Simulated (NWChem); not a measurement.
Molecule: NbO, quartet; SMILES [O]=[Nb]

All runs: NWChem. Spin-unrestricted. def2 effective core potentials on Nb; no spin-orbit coupling. Each level has its own optimisation; frequencies are unscaled.

For level UHF/STO-3G (all-electron, non-relativistic):

```
Property                           Result
---------------------------------  ------
highest harmonic frequency (cm⁻¹)    1193
```

### Question
What are these values for level PBE0-D3(BJ)/def2-TZVP (core potentials)?

### Answer
| Property | Value |
|---|---|
| highest harmonic frequency (cm⁻¹) | 1043 |
